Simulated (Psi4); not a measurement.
C2H3O (SMILES C[C]=O), doublet, geometry from GFN2-xTB. Base run: CCSD(T)/def2-SVP run with Psi4.

Input for Psi4:
```
memory 2 GB

molecule mol {
0 2
C    -0.982806   -0.640317    0.009182
C     0.008928    0.456806    0.003562
H    -0.514694   -1.629554   -0.005653
H    -1.602347   -0.538696    0.898221
H    -1.628027   -0.524487   -0.859623
O     1.198543    0.474226   -0.013676
}

set {
  basis def2-svp
  reference uhf
}

energy('ccsd(t)')
print_variables()
```

The base run was repeated with changes; each row names its change, and settings that it needs were set with it.

```csv
change,ΔE vs base (kcal/mol),MP2 correlation (Eh),basis functions,core-seconds (rough),outcome
base,0.000,-0.44150,57,30,converged
method = scs-mp2,29.96,-0.44150,57,3,converged
method = lccd,6.13,-0.44150,57,8,converged
puream = on,0.000,-0.44150,57,30,converged
method = mp2,24.51,-0.44136,57,2,converged
method = mp3,16.11,-0.44136,57,2,converged
freeze_core = on,4.76,-0.43346,57,10,converged
method = omp2,(withheld),-0.44136,57,6,converged
method = mp2.5,(withheld),-0.44136,57,2,converged
method = cisd,-,-,-,-,input refused
```

Task: Some entries are withheld; supply them.

Result: 
- method = omp2, ΔE vs base (kcal/mol): 18.44
- method = mp2.5, ΔE vs base (kcal/mol): 20.31

Open shells are given as the SCF converged; they aren't shown to be the lowest states, and a large step between rows can be another state.

- method = cisd: ended with `psi4.driver.p4util.exceptions.MissingMethodError: Method=cisd is not available for any derivative level under conditions CI_TYPE=CONV, REFERENCE=UHF, FREEZE_CORE=FALSE, QC_MODULE=(auto). See https://psicode.org/psi4manual/master/introduction.html#ss-cisd. Or d`
